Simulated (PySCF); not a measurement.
C5H6O2, SMILES [C@H]1(O)[C@@H](C#C)[C@H]1O.

Geometry optimised at PBE0-D3(BJ)/def2-SVP. The structure was generated by enumeration; whether it is a known compound was not checked. One conformer was computed; it need not be the lowest.

Two levels are set side by side: TDDFT-PBE/def2-SVPD (PySCF) and TDDFT-LC-ωPBE/def2-SVPD (PySCF). Vertical, same geometry. The lowest singlet is HOMO→LUMO 100 % with PBE and HOMO→LUMO+1 27 %, HOMO→LUMO+5 12 %, HOMO→LUMO+6 6 %, HOMO→LUMO 6 % with the other functional; states are paired by order. Differences are taken from unrounded values.

```tsv
quantity	TDDFT-LC-ωPBE	TDDFT-PBE	TDDFT-PBE minus TDDFT-LC-ωPBE
lowest singlet excitation (eV)	6.16	5.20	-0.96
lowest triplet excitation (TDA) (eV)	5.08	4.94	-0.14
first bright state (f over 0.05) (eV)	8.20	5.72	-2.48
its oscillator strength	0.11	0.06	-0.05
```

Functionals without exact exchange tend to place singlet excitations lower, as here. Differences between two approximate levels are no errors against the true value.

Rough cost on one machine, each run with all the roots and properties that it gave: TDDFT-LC-ωPBE against TDDFT-PBE about 8 times.
